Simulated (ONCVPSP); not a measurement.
# germanium (Ge), ONCV: configuration errors across variants

ONCVPSP 4.0.1 input, shortened (lines: element, Z, core and valence counts, functional; n l f; lmax; l rc ep ncon nbas qcut; lloc lpopt rc5 dvloc0; l nproj debl; icmod fcfact rcfact), LDA (Perdew-Wang 92), scalar-relativistic:

```
  Ge 32.00    6    2  -001012      upf
    1    0    2.00
    2    0    2.00
    2    1    6.00
    3    0    2.00
    3    1    6.00
    3    2   10.00
    4    0    2.00
    4    1    2.00
    2
    0    1.40    0.00    5    9    4.70
    1    2.40    0.00    3    7    3.00
    2    2.05    0.07    4    7    4.70
    4    5    0.90    6.00
    0    3    3.30
    1    2    2.00
    2    2    3.50
    3    1.50    1.70
```

All-electron excitation energies from the reference (eV): (1) 4s2 4p1 7.630; (2) 4s2 4p0 23.340; (3) 4s1 4p0 58.555; (4) 4s1 4p3 8.046.

3 further variants failed, have other tests or too few solved ones, and are left out.

A true bound ghost makes a file unfit for plane-wave use even where its test errors are small: the radial tests pick states by their node count and pass the ghost by.

Errors AE − PS in meV (a dash: test not solved or not reliable):

```json
{"change": "base", "(1)": "-14", "(2)": "-107", "(3)": "-348", "(4)": "+3.9", "bound ghosts": "s", "GHOST(+) flags above zero": "p, d"}
{"change": "s: rc 1.48", "(1)": "-15", "(2)": "-107", "(3)": "-346", "(4)": "+4.7", "bound ghosts": "s", "GHOST(+) flags above zero": "p, d"}
{"change": "s: rc 1.72", "(1)": "-15", "(2)": "-107", "(3)": "-337", "(4)": "+6.3", "bound ghosts": "none", "GHOST(+) flags above zero": "s, p, d"}
{"change": "s: rc 2", "(1)": "-15", "(2)": "-107", "(3)": "-340", "(4)": "+6.0", "bound ghosts": "none", "GHOST(+) flags above zero": "s, p, d"}
```

(1) Give the same row for: s: rc 1.88.

Answers

(1) -15, -107, -337, +6.4; bound ghosts: none; GHOST(+) flags above zero: s, p, d.
